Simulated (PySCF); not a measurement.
**Computed data sheet: `OB(O)CS`**

CH5BO2S.
Numbering: `[OH:1][B:2]([OH:3])[CH2:4][SH:5]` (hydrogens: H6 on O1; H7 on O3; H8, H9 on C4; H10 on S5)

Some functional groups and rings: thiol and three-coordinate boron.

From PBE0-D3(BJ)/def2-SVP geometry optimisation, gas phase (PySCF):

```
Point group                  : C1
Rotational constants A, B, C : 6.989, 2.329, 2.018 GHz
```

**CAM-B3LYP/def2-SVPD ground state, ΔSCF and vertical TDDFT (core frozen in the response) (PySCF)**

```
Dipole moment                                                     : 3.44 D
HOMO energy                                                       : -7.96 eV
LUMO energy                                                       : 0.09 eV
HOMO–LUMO gap                                                     : 8.05 eV
Lowest singlet excitation                                         : 5.30 eV (234 nm, f = 0.002)
Strongest line among the 10 lowest singlet transitions            : S9 at 8.06 eV (154 nm, f = 0.053)
Lowest triplet excitation (Tamm–Dancoff)                          : 4.86 eV
Static isotropic polarisability                                   : 56.3 au
Vertical ionisation energy                                        : 9.03 eV
Electronic spatial extent ⟨r²⟩ about the centre of nuclear charge : 607 bohr²
```

**CAM-B3LYP/pcSseg-2 ground state and GIAO shieldings, non-relativistic (PySCF)**

```
13C chemical shifts (computed TMS as zero) by class         : 9.9 (C4) ppm
1H chemical shifts (computed TMS as zero) by class          : 2.73 (H6/H7), 1.67 (H10), 1.53 (H8/H9) ppm
Isotropic shieldings of nuclei other than C and H, by class : 68 (B2), 216 (O1/O3), 593 (S5) ppm
```

Monoisotopic mass from the formula: 92.0103 u.

The vertical singlet–triplet gap S1 − T1 is 0.44 eV (TDDFT singlet less Tamm–Dancoff triplet; S1: HOMO→LUMO, weight 0.34, beside HOMO→LUMO+2, weight 0.24; T1: HOMO→LUMO+1, weight 0.36, beside HOMO→LUMO+2, weight 0.21). No computed singlet falls in the visible range (750 to 380 nm, 1.65 to 3.26 eV); S1 lies 2.04 eV above its blue end. The 10 singlets span 5.30 to 8.15 eV, and their oscillator strengths add up to 0.22. S1 lies 2.75 eV below the HOMO–LUMO gap; its leading configuration is HOMO→LUMO, weight 0.34, beside HOMO→LUMO+2, weight 0.24. The rotational constants make it an asymmetric top with κ = (2B − A − C)/(A − C) = -0.87, nearer the prolate limit (−1). The dipole equals about 11.5 × 10⁻³⁰ C·m (1 D = 3.33564 × 10⁻³⁰ C·m).

One conformer (not necessarily the lowest) at the PBE0-D3(BJ)/def2-SVP geometry, without solvent or vibrations. NMR classes are plain means over equivalent atoms (diastereotopic ones count apart unless rotation or inversion swaps them), as if these changed places fast; in this geometry the members of some classes differ.

Shape of the structure used: `[OH:1][B:2]([OH:3])[CH2:4][SH:5]`: O1–B2–C4–S5 -75°, H–O1–B2–O3 -2°, H–O3–B2–O1 3°, H–S5–C4–B2 59°.
